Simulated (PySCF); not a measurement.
C3H6B2Cl2O2.
SMILES with atom numbers: `[Cl:1][B:2]([Cl:3])[C@@H:4]1[CH2:5][CH2:6][O:7][BH:8][O:9]1` (hydrogens: H10 on C4; H11, H12 on C5; H13, H14 on C6; H15 on B8)

The closed-shell ground state was solved at several levels (PySCF, density fitting, gas phase, non-relativistic). Isolated species at its PBE0-D3(BJ)/def2-SVP geometry (one conformer only).

```json
{"level": "CAM-B3LYP/def2-SVPD", "basis functions": "248", "HOMO (eV)": "-9.90", "LUMO (eV)": "-0.50", "gap (eV)": "9.40", "dipole (D)": "2.63"}
{"level": "PBE0/pcSseg-1", "basis functions": "197", "HOMO (eV)": "-8.45", "LUMO (eV)": "-1.62", "gap (eV)": "6.83", "dipole (D)": "2.72"}
```

Task: What might PBE/pcSseg-1 (197 basis functions) give for the same quantities?

Result: HOMO -6.90 eV, LUMO -2.53 eV, gap 4.37 eV, dipole 2.68 D.

Task: Over all these levels, which gives the widest orbital gap and which the narrowest?

Result: CAM-B3LYP/def2-SVPD (range-separated hybrid) has the widest, 9.40 eV, and PBE/pcSseg-1 (GGA) the narrowest, 4.37 eV. Functional and basis both differ between the two, so the spread mixes both effects.

Task: How far do the dipole and the HOMO energy spread over the levels?

Result: The dipole runs from 2.63 to 2.72 D (mean 2.67 D) and the HOMO from -9.90 to -6.90 eV.
